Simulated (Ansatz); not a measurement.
Reaction (cleavage of the Al–Al bond): `C[CH2][AlH][AlH][SiH3]` + HBr → `[SiH3][AlH][Br]` + `C[CH2][AlH2]`

Gas-phase electronic energies from Ansatz, PBE0-D4/def2-TZVP geometries. CBS: MP2 limit from def2 TZ/QZ plus the TZ coupled-cluster correction, frozen cores. Functionals use def2-TZVPP. For Br outer-core shells are correlated without core-valence functions, which leaves a few kJ/mol of doubt a bond. Scalar relativity is left out up to krypton. One conformer a species, not always the lowest.

```
                 species  PBE0-D4 energy (Eh)
`C[CH2][AlH][AlH][SiH3]`           -856.15226
                     HBr          -2574.45906
       `[SiH3][AlH][Br]`          -3108.01604
          `C[CH2][AlH2]`           -322.65291
```

(1) Work out ΔE.

Largest T1 diagnostic among the species: 0.012.

Answers

(1) ΔE = (-3108.01604) + (-322.65291) − (-856.15226) − (-2574.45906) = -0.05763 Eh = -151.3 kJ/mol. CCSD(T)/CBS gives -163.7 kJ/mol.

From PBE to PBE0 (25 % exact exchange), in def2-TZVPP and without D4, ΔE moves by −7.7 kJ/mol. In def2-TZVPP, CCSD(T) changes the Hartree–Fock value by +25.6 kJ/mol (the triples alone add +2.5 kJ/mol) and MP2 by +11.1 kJ/mol.
